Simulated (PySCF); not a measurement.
SnF₄, SMILES [F][Sn]([F])([F])[F]. Atoms are numbered in the order given.

```xyz
5

F      1.1132    -1.1132     1.1132
Sn     0.0000     0.0000     0.0000
F     -1.1132    -1.1132    -1.1132
F     -1.1132     1.1132     1.1132
F      1.1132     1.1132    -1.1132
```

Geometry: PBE-D3(BJ)/def2-SVP. The isomer is the one that the SMILES or the coordinates give; other isomers of the formula were not compared. The def2 effective core potentials stand for the cores of Sn; spin–orbit coupling is left out.

Calculation: PySCF with PBE/def2-TZVP.

Gas-phase values at a fixed geometry.

Problem. Estimate the frontier levels, gap, dipole moment and polarisability. (Estimate from the structure and the level; the computed values follow.)

Solution. 
highest occupied level: -10.19 eV
lowest empty level: -5.21 eV
orbital gap: 4.98 eV
dipole moment: 0.000 e·Å
quadrupole, principal values (traceless, Buckingham form, about the centre of nuclear charge): 0.00, 0.00, 0.00 D·Å
mean static polarisability: 34.2 bohr³ (5.07 Å³)
polarisability, principal values: 34.2, 34.2, 34.2 bohr³
